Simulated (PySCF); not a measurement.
## Computed structure and properties of [Bi(OH)2]+

System: [Bi(OH)2]+ (singlet); start: displaced along the imaginary mode (C2v). Method: PySCF 2.14.0, RKS BP86, Bi def2-SVP with ECP60, O def2-SVP, H def2-SVP; non-relativistic Hamiltonian with scalar-relativistic core potentials where named; density fitting; no spin-orbit coupling.

Input of the relaxation:

```python
mol = gto.M(atom='''
Bi     0.00088     0.01208    -0.00098
O     -0.00461     0.10594     2.08253
H     -0.01811     0.00044     3.07669
O     -0.00461    -0.23248    -2.07222
H     -0.01811    -0.49748    -3.03620''',
    basis={'Bi': 'def2-SVP', 'O': 'def2-SVP', 'H': 'def2-SVP'},
    ecp={'Bi': 'def2-SVP'},
    charge=1, spin=0)
mf = dft.RKS(mol, xc='B88,P86')
mf.grids.atom_grid = (50, 194)
mf = mf.density_fit()  # fitting sets: Bi def2-universal-JKFIT, O def2-universal-JKFIT, H def2-universal-JKFIT
mf.conv_tol = 1e-08; mf.max_cycle = 55
mf.kernel(dm0)  # dm0: converged density of the start geometry
# quasi-Newton relaxation in Cartesian coordinates to a largest gradient under 0.00045 Eh/bohr, steps kept in the point group
```

Run from Python with OMP_NUM_THREADS=2; the lines above give its settings. Where DIIS fails, smearing, a level shift and second-order steps follow.
It took 28 s on 2 threads of Arm Neoverse V2, on a shared host, from the converged density of the start.

Course of the relaxation:

| step | energy above end (eV) | largest force component within the symmetry (eV/Å) |
| --- | --- | --- |
| 0 | 1.2266 | 0.757 |
| 1 | 1.1894 | 0.303 |
| 2 | 1.1067 | 0.847 |
| 3 | 0.9796 | 0.444 |
| 4 | 0.9728 | 2.456 |
| 5 | 0.8704 | 1.757 |
| 6 | 0.8157 | 0.830 |
| 7 | 0.7894 | 0.799 |
| 19 | 0.0237 | 0.246 |
| 20 | 0.0115 | 0.091 |
| 21 | 0.0030 | 0.265 |
| 22 | 0.0003 | 0.061 |
| 23 | 0.0000 | 0.015 |
| 24 | 0.0000 | 0.002 |
(The steps between are left out.)

Relaxed geometry (C2v):

```xyz
5

Bi    0.0910    1.2493   -0.1018
O     0.0016    0.1556    1.6324
H    -0.0694   -0.8269    1.6250
O     0.0016   -0.1106   -1.6360
H    -0.0694   -1.0790   -1.4698
```

| contact | Å |
| --- | --- |
| Bi1–O2 (OH) | 2.052 |
| Bi1–O4 (OH) | 2.052 |

On the finer grid (75, 302):

```
HOMO                                                          : -13.20 eV
LUMO                                                          : -10.09 eV
Dipole about the centre of mass                               : 1.62 D
Set of Mulliken populations of Bi1 outside the core potential : s 3.94, p 7.62, d 10.16
D3(BJ) dispersion energy (not in the energies)                : -0.137 eV
```

```json
{"atom": "Bi1", "Mulliken (e)": "1.28", "Löwdin (e)": "1.17", "spin (e)": "0.00"}
{"atom": "O2", "Mulliken (e)": "-0.39", "Löwdin (e)": "-0.20", "spin (e)": "0.00"}
{"atom": "H3", "Mulliken (e)": "0.25", "Löwdin (e)": "0.12", "spin (e)": "0.00"}
{"atom": "O4", "Mulliken (e)": "-0.39", "Löwdin (e)": "-0.20", "spin (e)": "0.00"}
{"atom": "H5", "Mulliken (e)": "0.25", "Löwdin (e)": "0.12", "spin (e)": "0.00"}
```

A rough frequency check found all modes real, so this is a minimum.

Taking off one OH (charge -1, singlet; the rest: singlet) in vacuum, both parts rigid, costs 18.83 eV; the small basis without counterpoise inflates it. Most of it is the attraction of opposite charges; other ways to part are cheaper, and one spin state was tried for the rest.

Rigid scan of OH along the line from its metal:

distance to O2 (Å), energy (eV) and a bar:
```
     1.75      1.600 ############
     1.85      0.598 #####
     1.95      0.126 #
     2.05      0.000 
     2.15      0.093 #
     2.25      0.319 ##
     2.45      0.954 #######
     2.75      1.962 ###############
     3.15      3.035 #######################
     3.65      3.904 ##############################
```

One start shape was tried, so this needn't be the lowest isomer.
